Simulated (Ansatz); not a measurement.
Total energies of Al2Sb from Ansatz at PBE-D4/def2-TZVP, gas phase (1 Eh = 27.2114 eV = 2625.5 kJ/mol). The reference geometry is relaxed at PBE-D4/def2-TZVP.

```xyz
3

Al    1.429   -0.390    0.231
Al   -1.059   -0.596    0.878
Sb   -0.370    0.986   -1.110
```

```
                 state                     geometry  energy (Eh)
      charge 0 doublet                    reference   -724.84576
      charge 1 triplet                    reference   -724.57916
      charge 0 quartet  relaxed at PBE-D4/def2-TZVP   -724.82373
free Al atom (doublet)                            –   -242.22759
free Sb atom (quartet)                            –   -240.20743
```

In the def2 sets Sb takes a core potential; there is no spin–orbit coupling.

**Question.** Work out the vertical ionisation energy to the triplet.

**Answer.** E(charge 1 triplet) − E(charge 0 doublet) = -724.57916 − (-724.84576) = 0.26660 Eh = 7.25 eV. For comparison, −ε of the highest occupied level of the spin that leaves is 4.89 eV at this level, 2.36 eV less.

**Question.** Which of the charge 0 states is lowest, and how far above it are the others?

**Answer.** The doublet. quartet: -724.82373 − (-724.84576) = 0.02203 Eh = 57.8 kJ/mol.

**Question.** What is the binding energy per atom against free atoms?

**Answer.** Atoms: 2 × (-242.22759) + 1 × (-240.20743) = -724.66261 Eh. Binding: -724.66261 − (-724.84576) = 0.18315 Eh = 4.98 eV, or 1.66 eV for each of 3 atoms (no zero-point energy, no counterpoise term).

The structure comes from a short search, and lower isomers may exist.
